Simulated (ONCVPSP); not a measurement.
## Configuration tests for zinc (Zn) (ONCV)

| Item | Value |
| --- | --- |
| Element | zinc (Zn) |
| Generator | ONCVPSP 4.0.1 |
| Type | optimised norm-conserving Vanderbilt (ONCV) |
| Functional | PBE |
| Relativity | scalar-relativistic |
| Frozen core | [Ne] |
| Valence charge | 20 |
| Reference configuration | 3s2 3p6 3d10 4s2 |
| Partial waves | 3s+4s: rc 1.36 bohr, ncon 4, nbas 7, qcut 14 1/bohr, 2 projectors; 3p: rc 0.75 bohr, ncon 4, nbas 7, qcut 12.5 1/bohr, 2 projectors, debl 2.8 Ha; 3d: rc 1.15 bohr, ncon 3, nbas 8, qcut 14.8 1/bohr, 2 projectors, debl 2.1 Ha |
| Local potential | polynomial inside 0.75 bohr (lpopt 5, dvloc0 1 Ha) |
| Core correction | none |

In the p channel the program set the typed energies aside and used -3.065, 0.250 Ha.

Energies are relative to the spin-unpolarised reference configuration 3s2 3p6 3d10 4s2; without spin polarisation the order of configurations can differ from experiment.

| valence configuration | charge | ΔE all-electron (eV) | error AE − PS (meV) |
| --- | --- | --- | --- |
| 3s2 3p6 3d10 4s1 | +1 | 9.889 | 0.0 |
| 3s2 3p6 3d9 4s0 | +3 | 68.865 | -4.5 |

Task: What are ΔE and the potential's error for 3s2 3p6 3d10 4s0 4p1?

Result: ΔE = 16.213 eV all-electron; the error (AE − PS) is +1.2 meV.

Task: What are ΔE and the potential's error for 3s2 3p6 3d10 4s0?

Result: ΔE = 28.331 eV all-electron; the error (AE − PS) is +2.9 meV.

Levels in the configuration 3s2 3p6 3d10 4s0:

| level | all-electron (eV) | pseudo (eV) |
| --- | --- | --- |
| 3s | -150.113 | -150.089 |
| 3p | -104.308 | -104.298 |
| 3d | -30.856 | -30.871 |
